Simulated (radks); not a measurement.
Values are calculated unless marked as measured or tabulated.
The iridium ion Ir39+, configuration [Kr] 4d2 (the NIST ground configuration).

Level of theory: scalar-relativistic Kohn-Sham, LB94 model potential, spin-polarised, spherical densities, finite nucleus; open shells are filled with parallel spins first (spin-orbit coupling, left out, can overturn this in heavy ions); Fermi nuclear charge, rms radius 5.4032 fm (a radial shooting solver on a logarithmic mesh with Libxc functionals).

Energy parts (hartree):
| part | energy |
|---|---|
| kinetic | 18911.2990 |
| electron-nucleus | -39336.7379 |
| Hartree | 3810.0988 |
(The LB94 potential has no energy functional, so no total or exchange-correlation energy is given.)

Orbitals (lengths in bohr, moments of r in powers of bohr; <r^-3> diverges for s and p1/2):
| orbital | occ. | eigenvalue (hartree) | <r^2> | <1/r> | <r^-3> |
|---|---|---|---|---|---|
| 1s up | 1 | -2870.705 | 0.0004185 | 92.24 | - |
| 1s down | 1 | -2870.709 | 0.0004185 | 92.24 | - |
| 2s up | 1 | -556.4269 | 0.006389 | 21.62 | - |
| 2s down | 1 | -556.4000 | 0.006388 | 21.62 | - |
| 2p up | 3 | -492.2731 | 0.005335 | 19.40 | 23200 |
| 2p down | 3 | -492.2561 | 0.005334 | 19.40 | 23200 |
| 3s up | 1 | -178.3442 | 0.04052 | 8.089 | - |
| 3s down | 1 | -178.3338 | 0.04054 | 8.084 | - |
| 3p up | 3 | -159.5109 | 0.04114 | 7.439 | 5378 |
| 3p down | 3 | -159.4979 | 0.04117 | 7.434 | 5370 |
| 3d up | 5 | -139.1589 | 0.03375 | 7.018 | 680.7 |
| 3d down | 5 | -139.1135 | 0.03379 | 7.015 | 680.0 |
| 4s up | 1 | -80.52852 | 0.1665 | 3.836 | - |
| 4s down | 1 | -80.40533 | 0.1662 | 3.842 | - |
| 4p up | 3 | -73.62951 | 0.1787 | 3.568 | 1684 |
| 4p down | 3 | -73.49888 | 0.1785 | 3.574 | 1691 |
| 4d up | 2 | -65.72128 | 0.1794 | 3.350 | 207.7 |
| 4d down | 0 | -65.60210 | 0.1791 | 3.356 | 208.9 |

The highest occupied level is 4d up at -1788.4 eV. The electron density at the nucleus is 1.951e+06 e/bohr^3 (large components only). For comparison, the ionisation energy in NIST's Atomic Spectra Database is 1801 eV (theoretical). In exact Kohn-Sham theory the highest level is minus the ionisation energy, but local and semilocal functionals leave it too shallow, through self-interaction and a potential that decays too fast; potentials with the right tail come closer. The spin density at the nucleus is -16.90 e/bohr^3 (1s 2.05, 2s -22.35, 3s 36.01, 4s -32.61). Spin moment in Bohr magnetons: 2.
